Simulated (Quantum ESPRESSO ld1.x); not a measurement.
The numbers below are computed, except where a source is named.
All-electron atom: Pr0.875+ in [Kr] 4d10 4f3 5s1.125 5p6 6s2 (fractional occupations, a model configuration). Code: ld1.x of Quantum ESPRESSO 7.5. Model: Dirac Kohn-Sham, revPBE, spin-unpolarised, spherical densities, point nucleus; open shells are shared between the two j in proportion to 2j + 1.

Spin-orbit splittings of the eigenvalues, e(l+1/2) - e(l-1/2), with zeta = 2 splitting/(2l+1) and mean radii in bohr:

[
 {"shell": "2p", "occ.": "6", "splitting (eV)": "482.2", "zeta (eV)": "321.5", "<r> j=l-1/2": "0.08605", "<r> j=l+1/2": "0.09236"},
 {"shell": "3p", "occ.": "6", "splitting (eV)": "95.56", "zeta (eV)": "63.71", "<r> j=l-1/2": "0.2617", "<r> j=l+1/2": "0.2740"},
 {"shell": "3d", "occ.": "10", "splitting (eV)": "20.60", "zeta (eV)": "8.239", "<r> j=l-1/2": "0.2452", "<r> j=l+1/2": "0.2490"},
 {"shell": "4p", "occ.": "6", "splitting (eV)": "20.53", "zeta (eV)": "13.69", "<r> j=l-1/2": "0.6404", "<r> j=l+1/2": "0.6682"},
 {"shell": "4d", "occ.": "10", "splitting (eV)": "3.603", "zeta (eV)": "1.441", "<r> j=l-1/2": "0.7214", "<r> j=l+1/2": "0.7314"},
 {"shell": "4f", "occ.": "3", "splitting (eV)": "0.3621", "zeta (eV)": "0.1035", "<r> j=l-1/2": "1.090", "<r> j=l+1/2": "1.104"},
 {"shell": "5p", "occ.": "6", "splitting (eV)": "2.942", "zeta (eV)": "1.962", "<r> j=l-1/2": "1.668", "<r> j=l+1/2": "1.749"}
]
